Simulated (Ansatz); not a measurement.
Competing steps

Reactants: SiNH₅ ([NH2][SiH3]) + NH₃ + HF (brackets give SMILES or just the links). Saddle points were found for several chosen steps; others may exist. Gas-phase electronic energies, without zero-point energy, by CCSD(T) at an estimated basis limit (MP2 extrapolated from triple and quadruple zeta, plus CCSD(T) − MP2 in triple zeta); Ansatz 0.2.0, def2-TZVPP and QZVPP, frozen cores, on PBE0-D4/def2-TZVP structures. Extrapolation: Hartree–Fock as exp(−7.88 √X), correlation as X^−2.97. No counterpoise correction.

Question: Rank the steps by the energy of their saddle points, lowest first, and give each saddle's height above the lowest. (An estimate is asked for; the value comes from the calculation.)
A. ligand exchange through a proton shuttle, to SiN₂H₆ ([NH2][SiH2][NH2]) + HF + H₂ (breaks or loosens F–H, H–N, H–Si; forms F–H, H–H, N–Si)
B. ligand exchange through a proton shuttle, to SiH₃F ([F][SiH3]) + NH₃ + NH₃, still joined by a dative N–Si bond (breaks or loosens F–H, H–N, N–Si; forms F–Si, H–N, H–N)

Answer: By the calculation: B (0.0 kJ/mol), A (77.0 kJ/mol). Heights count from the lowest.

The lowest of these saddles lies at -22.5 kJ/mol relative to the separated reactants.

Question: Does the lowest of these saddles lead to the lowest end structure (the products still in contact)? (Judge from chemistry; the calculation decides.)

Answer: Computed: No: the step over a higher saddle ends lower. Relative to the separated reactants, the ends lie at -83.0 (SiH₃F ([F][SiH3]) + NH₃ + NH₃); -94.0 (SiN₂H₆ ([NH2][SiH2][NH2]) + HF + H₂) kJ/mol.

No T1 diagnostic of these runs exceeds 0.012.

For scale, one of the runs: CCSD(T)/def2-TZVPP, 261 basis functions, launched by `ansatz run in.yaml --threads 8 --pin off --events-out ev --progress --plain --max-ram 19148MiB`. The run took 96 s on 8 CPU threads of an Arm Neoverse V2 (shared host), with 6.4 GiB of host memory at its peak.
